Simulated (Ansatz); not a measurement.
Results of the Gaussian-basis code of Ansatz.

Basis-set series for `COC(=O)C(F)(F)C(F)(F)F`. The species carries charge 0 and has multiplicity 1. Geometry: relaxed with PBE0-D4/def2-TZVP. It is one conformer, not always the lowest.

```xyz
14

C     2.110   -0.437   -1.119
O     1.138    0.133   -0.238
C     0.190   -0.692    0.163
O     0.070   -1.843   -0.127
C    -0.808    0.043    1.086
F    -0.155    0.817    1.968
F    -1.524   -0.865    1.754
C    -1.798    0.940    0.303
F    -2.704    1.444    1.128
F    -2.417    0.219   -0.628
F    -1.158    1.940   -0.290
H     2.798    0.370   -1.357
H     1.625   -0.812   -2.021
H     2.631   -1.256   -0.623
```

```tsv
functional	basis	functions	energy (Eh)	HOMO (eV)	LUMO (eV)
PBE0-D4	def2-TZVPP	383	-803.44823	-8.98	-1.02
PBE0-D4	def2-QZVPP	717	-803.48846	-9.02	-1.08
ωB97M-V	def2-TZVPP	383	-804.04675	-11.42	1.31
ωB97M-V	def2-QZVPP	717	-804.08453	-11.46	1.22
```

Task: Give the rows for def2-SVP. (An estimate is asked.)

Result: The calculation gave: 
```json
{"functional": "PBE0-D4", "basis": "def2-SVP", "functions": "169", "energy (Eh)": "-802.49624", "HOMO (eV)": "-8.84", "LUMO (eV)": "-0.83"}
{"functional": "ωB97M-V", "basis": "def2-SVP", "functions": "169", "energy (Eh)": "-803.07377", "HOMO (eV)": "-11.25", "LUMO (eV)": "1.56"}
```

Positive LUMOs are unbound and depend on the basis.
